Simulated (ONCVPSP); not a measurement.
u(r) = r·R(r): atom against pseudo-atom (cobalt (Co))

Columns: radius, all-electron u(r) and pseudo u(r) of the 3d shell (level -8.20 eV) of cobalt in the configuration [Ne] 3s2 3p6 3d7 4s2; PBE, scalar-relativistic, ONCV scheme, ONCVPSP 4.0.1.

| r (bohr) | all-electron | pseudo |
| --- | --- | --- |
| 0.078 | 0.0460 | 0.0070 |
| 0.155 | 0.2026 | 0.0511 |
| 0.232 | 0.4052 | 0.1552 |
| 0.310 | 0.5974 | 0.3213 |
| 0.388 | 0.7494 | 0.5256 |
| 0.465 | 0.8546 | 0.7291 |
| 0.542 | 0.9187 | 0.8990 |
| 0.620 | 0.9484 | 1.0124 |
| 0.698 | 0.9513 | 1.0591 |
| 0.775 | 0.9356 | 1.0489 |
| 0.852 | 0.9074 | 1.0011 |
| 0.930 | 0.8709 | 0.9344 |
| 1.008 | 0.8298 | 0.8652 |
| 1.085 | 0.7871 | 0.8030 |
| 1.162 | 0.7438 | 0.7491 |
| 1.240 | 0.7004 | 0.7014 |
| 1.318 | 0.6582 | 0.6582 |
| 1.395 | 0.6182 | 0.6182 |
| 1.472 | 0.5802 | 0.5801 |
| 1.550 | 0.5436 | 0.5435 |
| 1.628 | 0.5092 | 0.5091 |
| 1.705 | 0.4772 | 0.4771 |
| 1.782 | 0.4472 | 0.4472 |
| 1.860 | 0.4188 | 0.4187 |
| 1.938 | 0.3922 | 0.3921 |
| 2.015 | 0.3676 | 0.3676 |

(1) How many radial nodes do the two functions have?

(2) At about which radius was the pseudo-wave matched?

(3) Where does each function peak?

(4) Is the pseudo-wave norm-conserving?

## Answers

(1) The all-electron 3d function has n − l − 1 = 0; the pseudo-wave has 0.

(2) 1.40 bohr. The columns agree to 0.0005 from 1.32 bohr on; several derivatives are matched, so the curves merge somewhat inside the radius.

(3) Outermost all-electron maximum near 0.70 bohr, pseudo maximum near 0.70 bohr (to the table’s step).

(4) Yes: the ONCV scheme keeps the norm inside the radius equal to the all-electron one, which fixes the energy derivative of the logarithmic derivative at the level.
